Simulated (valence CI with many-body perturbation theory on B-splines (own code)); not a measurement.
# Xe23+: input, log and results

Computed by valence CI with perturbative core correlation (CI+MBPT): three valence electrons over a frozen Dirac-Fock core [Ar] 3d10, a basis of 6 s, 6 p, 5 d, 3 f, 1 g functions for each j, with the two-electron term Σ2, the three-electron term Σ3, Breit, model QED; selected single and double excitations, second order for the rest, scaled by the run's own slope (own B-spline code, finite nucleus).

Command, and the settings that its task file holds:

```sh
python run_cv.py task.json out
```

```
atom Xe  Z=54  mass_number=132  rms_radius_fm=4.7859
core [Ar] 3d10
valence 4s2 4p1
avg = 1
basis = S
breit = 1
cap = 10000
capref = 1200
cscale = 1
de = 0.0
dress = 0
eps = 2e-08
extrap = 1
h = 0.27
hh = 1
l2 = 3
lcore = 6
maxit = 60
n2 = 5
natural = 1
nlev = 21
nno = [3, 3, 3, 2, 1]
nroot = 26
nsp = [3, 3, 2, 1, 0]
pt2 = 1
qed = 1
rpa = 1
s1 = 0
s2 = 1
s3 = 1
screen = 1
tol = 2e-05
whole = 1
```

It took 22 s on 1 thread of Intel(R) Xeon(R) Platinum 8375C CPU @ 2.90GHz (Ice Lake), with other jobs on the host.

Log. The first blocks belong to the next ion, which gives the ionisation energy. Fields: 2J, parity (1 odd), roots, reference size, generating configurations, candidates as configurations/state functions, variational space P, stored matrix elements, Davidson steps; e2 is the range of second-order energies in hartree. The first line gives the box (bohr), its intervals, the orbitals and the steps of their self-consistent field. Window is the range of levels sought, series limit the energy at which the first omitted orbital would enter, core excitation an estimate of the first excitation out of the core, left out the lowest levels not solved, and shifts from estimates the range by which levels moved from their first estimate, all in cm⁻¹.

```
rmax 4.8 intervals 59 orbitals 36 references ['4s2 4p', '4s 4p2', '4s2 4d', '4p3', '4s 4p 4d'] scf 4 t 0.8
2J=0 par=0 roots 2 ref 15 generators 4 cand 90/90 P 105/105 nnz 0 it 0
2J=0 par=0 roots 2 ref 15 generators 7 cand 2/2 P 107/107 nnz 0 it 0
   second order: generators 8 cand 0/0 e2 -0.00000 -0.00000
reference levels 438, estimated 52, window 1270018 1/cm; series limit 3237414, core excitation 4983105
2J=1 par=1 roots 4 ref 33 generators 10 cand 22/28 P 954/1390 nnz 0 it 3
2J=1 par=1 roots 4 ref 33 generators 14 cand 175/285 P 1129/1675 nnz 0 it 4
   second order: generators 20 cand 536/818 e2 -0.00000 -0.00000
2J=3 par=1 roots 7 ref 53 generators 16 cand 35/56 P 1108/2213 nnz 0 it 4
2J=3 par=1 roots 7 ref 53 generators 20 cand 190/465 P 1298/2678 nnz 1.2e+06 it 5
   second order: generators 29 cand 844/1845 e2 -0.00001 -0.00000
2J=1 par=0 roots 4 ref 35 generators 11 cand 138/207 P 880/1289 nnz 0 it 0
2J=1 par=0 roots 4 ref 35 generators 16 cand 185/274 P 1065/1563 nnz 0 it 4
   second order: generators 19 cand 464/727 e2 -0.00000 -0.00000
2J=3 par=0 roots 5 ref 55 generators 13 cand 99/201 P 1067/2149 nnz 0 it 4
2J=3 par=0 roots 5 ref 55 generators 20 cand 191/392 P 1258/2541 nnz 1e+06 it 4
   second order: generators 23 cand 753/1747 e2 -0.00001 -0.00000
2J=5 par=0 roots 4 ref 57 generators 12 cand 115/278 P 1068/2269 nnz 0 it 3
2J=5 par=0 roots 4 ref 57 generators 17 cand 170/405 P 1238/2674 nnz 1.1e+06 it 4
   second order: generators 23 cand 813/2200 e2 -0.00001 -0.00000
2J=5 par=1 roots 5 ref 49 generators 10 cand 97/263 P 1202/2668 nnz 1.1e+06 it 3
2J=5 par=1 roots 5 ref 49 generators 18 cand 114/325 P 1316/2993 nnz 1.4e+06 it 4
   second order: generators 27 cand 921/2371 e2 -0.00000 -0.00000
2J=7 par=1 roots 2 ref 36 generators 4 cand 26/52 P 982/2113 nnz 0 it 3
2J=7 par=1 roots 2 ref 36 generators 15 cand 196/531 P 1178/2644 nnz 1.1e+06 it 3
   second order: generators 17 cand 507/1370 e2 -0.00000 -0.00000
2J=9 par=1 roots 1 ref 19 generators 1 cand 174/337 P 479/909 nnz 0 it 0
2J=9 par=1 roots 1 ref 19 generators 4 cand 179/403 P 658/1312 nnz 0 it 4
   second order: generators 7 cand 505/1223 e2 -0.00000 -0.00000
left out: unestimated 1858034, estimated 1371666, shifts from estimates -1 to 1
operators 2.1
```

The Davidson iterations converged. The settings are bad on purpose, so the numbers may not be properties of the ion.

No measured levels were compared; by estimate levels hold to about 250 cm⁻¹ or 0.2 % of their energy and the worst to 1 %, as in measured heavy ions of charge 2 to 7; those with d or f electrons hold less well.

```yaml
Valence_energy: -88.60826 hartree
Ionisation_energy: "735.96 eV (NIST: 736 ± 4 eV (theoretical))"
Reference_configurations_for_the_orbitals: 4s2 4p, 4s 4p2, 4s2 4d, 4p3, 4s 4p 4d
Radial_orbitals: 36
Box_radius: 4.775 bohr
Largest_variational_space: 2993
Lowest_levels: (4s^2 4p1/2) J=1/2 0, (4s^2 4p3/2) J=3/2 138520, (4s 4p1/2^2) J=1/2 398620, (4s 4p1/2 4p3/2) J=3/2 [a] 490560, (4s 4p1/2 4p3/2) J=5/2 525330, (4s 4p1/2 4p3/2) J=3/2 [b] 583480, (4s 4p1/2 4p3/2) J=1/2 614840, (4s 4p3/2^2) J=5/2 657450, (4s 4p3/2^2) J=1/2 753430, (4s 4p3/2^2) J=3/2 760850, (4s^2 4d3/2) J=3/2 879660, (4s^2 4d5/2) J=5/2 904200, (4p1/2^2 4p3/2) J=3/2 1007800, (4p1/2 4p3/2^2) J=3/2 1112600 cm⁻¹
```

Levels are named by their leading jj configuration (3d3/2^4 stands for four electrons in 3d with j = 3/2), which in mixed levels can hold well under half, so a name can repeat and another be missing. Letters in brackets count levels of one name in rising energy.
